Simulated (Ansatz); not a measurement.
`BCCBO` + `C=C1O[SiH2]1` → `B/C=C1\O[SiH2]1` + `CCBO`  (formal exchange of groups at a B–C bond)

Computed with Ansatz on PBE0-D4/def2-TZVP structures; ΔE is electronic, products minus reactants. CCSD(T)/CBS is the MP2 limit (def2-TZVPP, def2-QZVPP) plus CCSD(T) − MP2 in def2-TZVPP, frozen cores. DFT in def2-TZVPP. B3LYP here is the variant with VWN-RPA as its local correlation; programs differ in this. Each species was taken in one conformer, which may not be the lowest.

`BCCBO`:

```xyz
13

B    -0.039   -1.733    1.445
C     0.450   -0.790    0.318
C    -0.423    0.407   -0.079
B     0.307    1.468   -0.975
O    -0.257    2.060   -2.055
H    -0.900   -1.393    2.209
H     0.486   -2.798    1.609
H     0.785   -1.355   -0.560
H     1.405   -0.424    0.746
H    -1.355    0.053   -0.540
H    -0.737    0.930    0.837
H     1.428    1.825   -0.724
H    -1.150    1.749   -2.231
```

`C=C1O[SiH2]1`:

Cartesian coordinates in Å:
```
C -1.573 -0.023 -0.447
C -0.290 -0.058 -0.149
O 0.760 -0.763 -0.756
Si 1.331 0.153 0.545
H -2.245 0.587 0.141
H -1.974 -0.598 -1.275
H 1.794 -0.601 1.728
H 2.196 1.303 0.212
```

`B/C=C1\O[SiH2]1`:

Cartesian coordinates in Å:
```
B 2.024 0.610 -0.295
C 0.590 0.505 -0.788
C -0.385 -0.061 -0.062
O -0.368 -0.636 1.182
Si -1.943 -0.703 0.535
H 2.327 0.181 0.778
H 2.861 1.125 -0.981
H 0.273 0.882 -1.756
H -2.432 -2.050 0.182
H -2.946 0.148 1.205
```

`CCBO`:

```xyz
11

C    -0.777    0.853   -0.873
C     0.137    0.435    0.278
B     0.672   -1.036    0.175
O     0.805   -1.860    1.242
H    -1.700    0.267   -0.882
H    -1.059    1.906   -0.808
H    -0.287    0.698   -1.837
H    -0.352    0.624    1.243
H     1.029    1.080    0.272
H     1.020   -1.504   -0.876
H     0.512   -1.461    2.066
```

```json
{"level": "r2SCAN-D4", "ΔE (kcal/mol)": "-12.0", "difference from CCSD(T)/CBS": "-1.7"}
{"level": "PBE0-D4", "ΔE (kcal/mol)": "-11.5", "difference from CCSD(T)/CBS": "-1.2"}
{"level": "B3LYP-D4", "ΔE (kcal/mol)": "-11.9", "difference from CCSD(T)/CBS": "-1.6"}
{"level": "ωB97X-V", "ΔE (kcal/mol)": "-10.3", "difference from CCSD(T)/CBS": "0.0"}
{"level": "B2PLYP", "ΔE (kcal/mol)": "-11.8", "difference from CCSD(T)/CBS": "-1.5"}
{"level": "PBE", "ΔE (kcal/mol)": "-12.1", "difference from CCSD(T)/CBS": "-1.8"}
{"level": "r2SCAN", "ΔE (kcal/mol)": "-12.0", "difference from CCSD(T)/CBS": "-1.7"}
{"level": "PBE0", "ΔE (kcal/mol)": "-11.4", "difference from CCSD(T)/CBS": "-1.1"}
{"level": "B3LYP", "ΔE (kcal/mol)": "-11.7", "difference from CCSD(T)/CBS": "-1.4"}
{"level": "HF/def2-TZVPP", "ΔE (kcal/mol)": "-10.4", "difference from CCSD(T)/CBS": "-0.1"}
{"level": "MP2/def2-TZVPP", "ΔE (kcal/mol)": "-11.6", "difference from CCSD(T)/CBS": "-1.3"}
{"level": "SCS-MP2/def2-TZVPP", "ΔE (kcal/mol)": "-11.1", "difference from CCSD(T)/CBS": "-0.8"}
{"level": "HF/def2-QZVPP", "ΔE (kcal/mol)": "-10.2", "difference from CCSD(T)/CBS": "0.1"}
{"level": "MP2/def2-QZVPP", "ΔE (kcal/mol)": "-11.3", "difference from CCSD(T)/CBS": "-1.0"}
{"level": "HF/CBS(def2)", "ΔE (kcal/mol)": "-10.2", "difference from CCSD(T)/CBS": "0.1"}
{"level": "CCSD/CBS(def2)", "ΔE (kcal/mol)": "-9.7", "difference from CCSD(T)/CBS": "0.6"}
{"level": "CCSD(T)/CBS", "ΔE (kcal/mol)": "-10.3", "difference from CCSD(T)/CBS": "0"}
```

Largest T1 diagnostic among the species: 0.016.
